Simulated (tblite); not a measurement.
C3H14N2SSi2.
Numbering: `[CH3:1][SiH2:2][S:3][Si@@H:4]([NH2:5])[N:6]([CH3:7])[CH3:8]` (hydrogens: H9, H10, H11 on C1; H12, H13 on Si2; H14 on Si4; H15, H16 on N5; H17, H18, H19 on C7; H20, H21, H22 on C8)

Structure used (GFN2-xTB), in Å, numbered top down from 1:
```
atom  x, y, z in Å
C1     4.245    0.730    0.010
Si2    2.700   -0.354    0.017
S3     1.016    0.951   -0.113
Si4   -0.566   -0.484   -0.473
N5    -0.499   -1.920    0.475
N6    -2.013    0.304   -0.024
C7    -3.248   -0.439   -0.029
C8    -2.223    1.726   -0.148
H9     4.190    1.493    0.781
H10    4.366    1.234   -0.944
H11    5.133    0.132    0.189
H12    2.597   -1.131    1.254
H13    2.673   -1.275   -1.120
H14   -0.397   -0.939   -1.855
H15    0.261   -2.559    0.316
H16   -0.688   -1.846    1.463
H17   -3.879   -0.114    0.802
H18   -3.032   -1.497    0.077
H19   -3.803   -0.285   -0.961
H20   -1.266    2.239   -0.129
H21   -2.832    2.079    0.689
H22   -2.743    1.974   -1.080
```

Method: GFN2-xTB as coded in tblite; computed harmonic values from a numerical Hessian at the method's own geometry, unscaled. Errors from tens to a few hundred cm⁻¹ against measured bands are possible. Modes of hydrogen on silicon can be 10 to 20 % off. One conformer, not necessarily the lowest.

Harmonic wavenumbers (cm⁻¹): 25.9, 37.0, 61.5, 75.4, 108.9, 140.6, 150.3, 159.0, 178.7, 195.8, 210.3, 230.4, 283.3, 300.9, 385.0, 452.8, 482.2, 515.0, 543.1, 576.8, 649.7, 682.0, 690.1, 718.6, 774.7, 797.1, 824.9, 829.8, 842.3, 901.9, 1050.5, 1059.6, 1091.8, 1129.2, 1209.1, 1319.4, 1368.9, 1414.3, 1424.6, 1476.7, 1477.6, 1478.9, 1487.8, 1497.0, 1507.8, 1510.8, 2221.3, 2233.6, 2260.3, 2903.6, 2906.4, 2951.9, 2955.5, 3041.5, 3044.9, 3047.1, 3051.0, 3061.4, 3468.2, 3516.3.

A = 2648, B = 592.3, C = 504.0 MHz; mass 166.042 u (most abundant isotopes); point group C1, symmetry number 1.

Zero-point energy?

Half the sum of the wavenumbers: 37496 cm⁻¹ = 107.20 kcal/mol.

What is S at 400 K and 1 bar for an ideal gas of classical rigid rotors and harmonic oscillators?

Translation 42.72, rotation 31.26, vibration 63.91: S = 137.9 cal/(mol K).

And Cp and H(400 K) − H(0)?

Cp = 61.49 cal/(mol K), of which vibrations give 53.54 (their classical limit is 60 R = 119.2); H(400 K) − H(0) = 15.39 kcal/mol without the zero-point energy, 12.21 from vibrations.

Blend soft modes into free rotors: weight 1/[1 + (100 cm⁻¹/ν̃)⁴] for the oscillator and the rest for a rotor with moment μB/(μ + B), μ = h/(8π²ν), B = 10⁻⁴⁴ kg m². What vibrational entropy results?

57.18 cal/(mol K) in place of 63.91, which changes −T·S at 400 K by +2.69 kcal/mol.

How do the functions run with temperature in this model?

```json
{"T (K)": "50", "S (cal/(mol K))": "64.9", "Cp (cal/(mol K))": "17.9", "H − H(0) (kcal/mol)": "0.62", "G − H(0) (kcal/mol)": "-2.62", "ln q(vib)": "1.47"}
{"T (K)": "100", "S (cal/(mol K))": "80.3", "Cp (cal/(mol K))": "27.1", "H − H(0) (kcal/mol)": "1.76", "G − H(0) (kcal/mol)": "-6.27", "ln q(vib)": "3.87"}
{"T (K)": "298.15", "S (cal/(mol K))": "121.3", "Cp (cal/(mol K))": "51.3", "H − H(0) (kcal/mol)": "9.63", "G − H(0) (kcal/mol)": "-26.55", "ln q(vib)": "12.76"}
{"T (K)": "373.15", "S (cal/(mol K))": "133.7", "Cp (cal/(mol K))": "59.0", "H − H(0) (kcal/mol)": "13.77", "G − H(0) (kcal/mol)": "-36.12", "ln q(vib)": "15.76"}
{"T (K)": "500", "S (cal/(mol K))": "152.5", "Cp (cal/(mol K))": "69.9", "H − H(0) (kcal/mol)": "21.97", "G − H(0) (kcal/mol)": "-54.30", "ln q(vib)": "20.53"}
{"T (K)": "750", "S (cal/(mol K))": "184.1", "Cp (cal/(mol K))": "85.6", "H − H(0) (kcal/mol)": "41.55", "G − H(0) (kcal/mol)": "-96.51", "ln q(vib)": "29.01"}
{"T (K)": "1000", "S (cal/(mol K))": "210.3", "Cp (cal/(mol K))": "96.4", "H − H(0) (kcal/mol)": "64.39", "G − H(0) (kcal/mol)": "-145.90", "ln q(vib)": "36.53"}
```

q(vib) and H(0) count from the zero-point level.

What must be added to the electronic energy to get the Gibbs energy at 400 K and 1 bar?

ZPE + [H(400 K) − H(0)] − T·S = 107.20 + 15.39 − 55.15 = 67.44 kcal/mol.

Which modes carry the vibrational entropy at 400 K?

25.9 cm⁻¹: 6.70; 37.0 cm⁻¹: 6.00; 61.5 cm⁻¹: 4.99; 75.4 cm⁻¹: 4.59; 108.9 cm⁻¹: 3.86; 140.6 cm⁻¹: 3.36 cal/(mol K); the other 54 give 34.41 together.

Hindered rotation and anharmonicity are outside this model. Other conformers, if any are populated, would add a mixing term that is left out. The structure is chiral; the term R ln 2 for an equal mix with its mirror image is left out.
